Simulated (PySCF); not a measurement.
# Worked example: entropy of an ideal gas

C2H4F, SMILES C[CH]F, multiplicity 2.

Coordinates come from a PBE-D3(BJ)/def2-TZVP optimisation. The isomer is the one that the SMILES or the coordinates give; other isomers of the formula were not compared.

PBE-D3(BJ)/def2-TZVP in PySCF gives the harmonic wavenumbers 186, 395, 507, 889, 976, 1105, 1154, 1312, 1363, 1402, 1427, 2890, 2984, 3050, 3107 cm⁻¹ and the rotational temperatures 2.2556, 0.4513, 0.3976 K. The molar mass is 47.05 g/mol, the symmetry number 1, the spin multiplicity 2.

### Question
Work out the entropy at 298.15 K and 1 atm in the rigid-rotor, harmonic-oscillator model.

### Answer

Translation (Sackur–Tetrode at 1 atm): S = R[1.5 ln M + 2.5 ln T − 1.16487] = 156.8 J/(mol K).
Rotation: q = (√π/σ) T^1.5/√(θA θB θC) = 14300, S = R[ln q + 3/2] = 92.0 J/(mol K).
Vibration: with u = 1.4388 ν/T, each mode gives R[u/(e^u − 1) − ln(1 − e^−u)]:
```tsv
ν (cm⁻¹)	modes	u	S (J/(mol K))
186	1	0.90	9.49
395	1	1.91	4.11
507	1	2.45	2.68
889	1	4.29	0.61
976	1	4.71	0.43
1105	1	5.33	0.26
1154	1	5.57	0.21
1312	1	6.33	0.11
1363	1	6.58	0.09
1402	1	6.77	0.07
1427	1	6.89	0.07
```
The stiffer modes add less than 0.005 each. Sum 18.1 J/(mol K).
Spin: R ln 2 = 5.8 J/(mol K).
Total 272.7 J/(mol K); the program's own thermochemistry gives 272.7. Translation makes up 57 % and vibration 7 %. Anharmonicity, hindered rotation and orbital degeneracy are left out.
